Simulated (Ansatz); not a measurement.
Cost and result for the atomization energy of FGeH5OSi2, SMILES `F[Si]1([SiH3])[O][GeH2]1` (10 atoms, 10 bonds).

```
atom   x (Å)   y (Å)   z (Å)
  F1  -0.661   0.943   1.987
 Si2  -0.071   0.217   0.694
 Si3  -0.597   1.503  -1.185
  O4   1.439  -0.379   0.852
 Ge5   0.426  -1.995   0.759
  H6  -0.172   0.742  -2.387
  H7   0.116   2.806  -1.127
  H8  -2.064   1.731  -1.223
  H9   0.650  -2.759   2.072
 H10   0.934  -2.808  -0.443
```

The species carries charge 0 and has multiplicity 1. Correlated methods include outer-core shells of Ge, which these sets cover unevenly. Scalar relativity is left out up to krypton. The geometry is a stationary point of PBE0-D4/def2-TZVP. Program: Ansatz. All runs use 4 threads of an Arm Neoverse V2 on a shared host. Times are those of one run each, without the atoms' runs, and a repeat can differ threefold. Electronic energies, without spin–orbit coupling; frozen cores. CCSD(T)/CBS adds CCSD(T) − MP2 in def2-TZVPP to the MP2 limit, and its time is that of the two runs behind it. T1 = 0.015. With those shells the extrapolation isn't a true limit. B3LYP takes the VWN-RPA correlation (the form of Gaussian; ORCA's B3LYP/G).

CCSD(T)/CBS is a level of theory with its own doubt, some kJ/mol a heavy atom from the limit and from the frozen cores, so smaller differences don't rank the functionals.

```
                             level  functions  wall time  atomization (kcal/mol)  difference from CCSD(T)/CBS  per bond
   PBE-D4/def2-TZVPP (with forces)        264      2.8 s                   774.5                         -1.1      -0.1
                PBE0-D4/def2-TZVPP        264      4.2 s                   759.5                        -16.1      -1.6
r2SCAN-D4/def2-TZVPP (with forces)        264      5.5 s                   775.3                         -0.3       0.0
 B3LYP-D4/def2-TZVPP (with forces)        264        6 s                   764.8                        -10.8      -1.1
                 B2PLYP/def2-TZVPP        264        7 s                   758.7                        -16.9      -1.7
                ωB97X-V/def2-TZVPP        264       10 s                   777.6                          2.0       0.2
  ωB97M-V/def2-TZVPP (with forces)        264       15 s                   768.3                         -7.3      -0.7
                    MP2/def2-QZVPP        493       24 s                   777.6                          2.0       0.2
                CCSD(T)/def2-TZVPP        264    4.2 min                   752.3                        -23.3      -2.3
                 CCSD(T)/CBS(def2)          –    4.6 min                   775.6                          0.0       0.0
```

From PBE to PBE0 (25 % exact exchange), in def2-TZVPP and without D4, the atomization energy moves by −14.1 kcal/mol: exact exchange takes away binding that semilocal exchange gives to molecules. The D4 term adds +9.6 kcal/mol with B3LYP and +5.1 kcal/mol with PBE0; it sums over pairs of atoms, weighted by their polarisabilities, and B3LYP, whose exchange is more repulsive, gets the larger term. In def2-TZVPP, CCSD(T) changes the Hartree–Fock value by +205.6 kcal/mol (the triples alone add +13.1 kcal/mol) and MP2 by +216.8 kcal/mol; breaking electron pairs costs correlation energy, which Hartree–Fock lacks.
